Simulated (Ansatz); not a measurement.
Correlation energies of `SB1OC[SiH2]1` by basis set

Z-matrix (Å, degrees):
```
C
Si 1 1.918
O 1 1.460 2 93.3
H 1 1.092 2 117.4 3 -113.5
H 1 1.092 2 117.4 3 113.5
B 2 2.014 1 69.5 3 -0.0
H 2 1.488 1 115.4 3 115.8
H 2 1.488 1 115.5 3 -115.8
S 6 1.796 2 146.6 1 -180.0
H 9 1.341 6 95.2 2 0.0
```

The species carries charge 0 and has multiplicity 1. The geometry is a stationary point of PBE0-D4/def2-TZVP. It is one conformer, not always the lowest. Frozen core, restricted reference, the Gaussian-basis code of Ansatz. CBS rows extrapolate triple and quadruple zeta; past MP2 they add the triple-zeta difference.

```json
{"basis": "def2-TZVPP", "HF (Eh)": "-826.89640", "MP2 corr.": "-0.79349", "CCSD corr.": "-0.84206", "(T)": "-0.03772", "CCSD(T) total": "-827.77618"}
{"basis": "def2-QZVPP", "HF (Eh)": "-826.92274", "MP2 corr.": "-0.85337", "CCSD corr.": "–", "(T)": "–", "CCSD(T) total": "–"}
{"basis": "CBS(def2)", "HF (Eh)": "-826.92637", "MP2 corr.": "-0.89772", "CCSD corr.": "-0.94630", "(T)": "as TZ", "CCSD(T) total": "-827.91039"}
```
